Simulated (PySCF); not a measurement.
3-ethynylfuran (C6H4O), SMILES C#Cc1ccoc1.

The structure is a stationary point at PBE0-D3(BJ)/def2-SVP.

Calculation: PBE0-D3(BJ)/def2-SVP (PySCF).

Frequencies are harmonic and unscaled.

```json
[
 {"mode": "1", "ν (cm⁻¹)": "168", "IR (km/mol)": "1.2", "Raman (Å⁴/amu)": "10.3", "depolarisation": "0.75", "moving atoms (share of kinetic energy)": "C 75 %, H 19 %"},
 {"mode": "2", "ν (cm⁻¹)": "175", "IR (km/mol)": "2.1", "Raman (Å⁴/amu)": "1.5", "depolarisation": "0.75", "moving atoms (share of kinetic energy)": "C 75 %, H 15 %, O 10 %"},
 {"mode": "3", "ν (cm⁻¹)": "476", "IR (km/mol)": "2.6", "Raman (Å⁴/amu)": "8.4", "depolarisation": "0.75", "moving atoms (share of kinetic energy)": "C 85 %, H 13 %"},
 {"mode": "4", "ν (cm⁻¹)": "532", "IR (km/mol)": "5.9", "Raman (Å⁴/amu)": "3.0", "depolarisation": "0.74", "moving atoms (share of kinetic energy)": "C 87 %, H 12 %"},
 {"mode": "5", "ν (cm⁻¹)": "580", "IR (km/mol)": "0.9", "Raman (Å⁴/amu)": "6.0", "depolarisation": "0.32", "moving atoms (share of kinetic energy)": "C 81 %, O 13 %"},
 {"mode": "6", "ν (cm⁻¹)": "631", "IR (km/mol)": "18.9", "Raman (Å⁴/amu)": "2.8", "depolarisation": "0.75", "moving atoms (share of kinetic energy)": "C 40 %, O 35 %, H 25 %"},
 {"mode": "7", "ν (cm⁻¹)": "658", "IR (km/mol)": "46.0", "Raman (Å⁴/amu)": "8.0", "depolarisation": "0.75", "moving atoms (share of kinetic energy)": "H 69 %, C 31 %"},
 {"mode": "8", "ν (cm⁻¹)": "666", "IR (km/mol)": "0.4", "Raman (Å⁴/amu)": "0.1", "depolarisation": "0.75", "moving atoms (share of kinetic energy)": "C 59 %, H 40 %"},
 {"mode": "9", "ν (cm⁻¹)": "717", "IR (km/mol)": "34.4", "Raman (Å⁴/amu)": "1.9", "depolarisation": "0.75", "moving atoms (share of kinetic energy)": "H 76 %, C 24 %"},
 {"mode": "10", "ν (cm⁻¹)": "758", "IR (km/mol)": "18.6", "Raman (Å⁴/amu)": "1.2", "depolarisation": "0.75", "moving atoms (share of kinetic energy)": "H 75 %, C 24 %"},
 {"mode": "11", "ν (cm⁻¹)": "826", "IR (km/mol)": "39.7", "Raman (Å⁴/amu)": "2.8", "depolarisation": "0.75", "moving atoms (share of kinetic energy)": "H 58 %, C 41 %"},
 {"mode": "12", "ν (cm⁻¹)": "890", "IR (km/mol)": "1.7", "Raman (Å⁴/amu)": "0.2", "depolarisation": "0.75", "moving atoms (share of kinetic energy)": "H 71 %, C 29 %"},
 {"mode": "13", "ν (cm⁻¹)": "902", "IR (km/mol)": "26.4", "Raman (Å⁴/amu)": "2.7", "depolarisation": "0.69", "moving atoms (share of kinetic energy)": "O 46 %, C 41 %, H 12 %"},
 {"mode": "14", "ν (cm⁻¹)": "996", "IR (km/mol)": "14.0", "Raman (Å⁴/amu)": "8.9", "depolarisation": "0.24", "moving atoms (share of kinetic energy)": "C 76 %, H 23 %"},
 {"mode": "15", "ν (cm⁻¹)": "1062", "IR (km/mol)": "10.1", "Raman (Å⁴/amu)": "5.5", "depolarisation": "0.18", "moving atoms (share of kinetic energy)": "H 64 %, C 25 %, O 11 %"},
 {"mode": "16", "ν (cm⁻¹)": "1123", "IR (km/mol)": "23.2", "Raman (Å⁴/amu)": "4.3", "depolarisation": "0.52", "moving atoms (share of kinetic energy)": "H 52 %, C 45 %"},
 {"mode": "17", "ν (cm⁻¹)": "1248", "IR (km/mol)": "1.8", "Raman (Å⁴/amu)": "2.9", "depolarisation": "0.52", "moving atoms (share of kinetic energy)": "H 75 %, C 24 %"},
 {"mode": "18", "ν (cm⁻¹)": "1259", "IR (km/mol)": "26.7", "Raman (Å⁴/amu)": "8.9", "depolarisation": "0.39", "moving atoms (share of kinetic energy)": "O 45 %, C 40 %, H 15 %"},
 {"mode": "19", "ν (cm⁻¹)": "1312", "IR (km/mol)": "24.5", "Raman (Å⁴/amu)": "27.2", "depolarisation": "0.27", "moving atoms (share of kinetic energy)": "C 63 %, H 20 %, O 17 %"},
 {"mode": "20", "ν (cm⁻¹)": "1417", "IR (km/mol)": "4.9", "Raman (Å⁴/amu)": "11.4", "depolarisation": "0.33", "moving atoms (share of kinetic energy)": "C 85 %, H 14 %"},
 {"mode": "21", "ν (cm⁻¹)": "1569", "IR (km/mol)": "15.8", "Raman (Å⁴/amu)": "56.5", "depolarisation": "0.18", "moving atoms (share of kinetic energy)": "C 82 %, H 15 %"},
 {"mode": "22", "ν (cm⁻¹)": "1642", "IR (km/mol)": "0.8", "Raman (Å⁴/amu)": "37.9", "depolarisation": "0.32", "moving atoms (share of kinetic energy)": "C 91 %, H 9 %"},
 {"mode": "23", "ν (cm⁻¹)": "2248", "IR (km/mol)": "11.5", "Raman (Å⁴/amu)": "426.8", "depolarisation": "0.28", "moving atoms (share of kinetic energy)": "C 91 %, H 9 %"},
 {"mode": "24", "ν (cm⁻¹)": "3289", "IR (km/mol)": "1.6", "Raman (Å⁴/amu)": "70.8", "depolarisation": "0.75", "moving atoms (share of kinetic energy)": "H 92 %, C 8 %"},
 {"mode": "25", "ν (cm⁻¹)": "3308", "IR (km/mol)": "2.6", "Raman (Å⁴/amu)": "32.0", "depolarisation": "0.73", "moving atoms (share of kinetic energy)": "H 91 %, C 9 %"},
 {"mode": "26", "ν (cm⁻¹)": "3313", "IR (km/mol)": "0.0", "Raman (Å⁴/amu)": "164.2", "depolarisation": "0.12", "moving atoms (share of kinetic energy)": "H 90 %, C 10 %"},
 {"mode": "27", "ν (cm⁻¹)": "3491", "IR (km/mol)": "100.4", "Raman (Å⁴/amu)": "26.6", "depolarisation": "0.21", "moving atoms (share of kinetic energy)": "H 86 %, C 14 %"}
]
```
